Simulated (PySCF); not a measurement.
Bi(I)3 anion (BiI3), SMILES [I][Bi]([I])[I] (connectivity only; charge and spin as stated), charge -1, multiplicity 2.

The structure is a stationary point at PBE0-D3(BJ)/def2-SVPD. The spin state was assumed, not searched. The isomer is the one that the SMILES or the coordinates give; other isomers of the formula were not compared. The def2 effective core potentials stand for the cores of Bi, I; spin–orbit coupling is left out.

Method: r2SCAN/def2-SVPD run with PySCF.

Isolated molecule, no solvent.

Problem. Estimate the frontier levels, dipole moment and polarisability. (Estimate from the structure and the level; the computed values follow.)

Solution. 
```json
{
 "α spin, highest occupied and lowest empty level": "-1.64 and 0.80 eV",
 "β spin, highest occupied and lowest empty level": "-2.61 and -0.22 eV",
 "dipole_moment_about_the_centre_of_nuclear_charge": "0.00 D",
 "mean_static_polarisability": "214.6 bohr³ (31.79 Å³)",
 "polarisability_principal_values": "135.3, 254.2, 254.2 bohr³",
 "⟨S²⟩": "0.756 (pure state 0.75)"
}
```
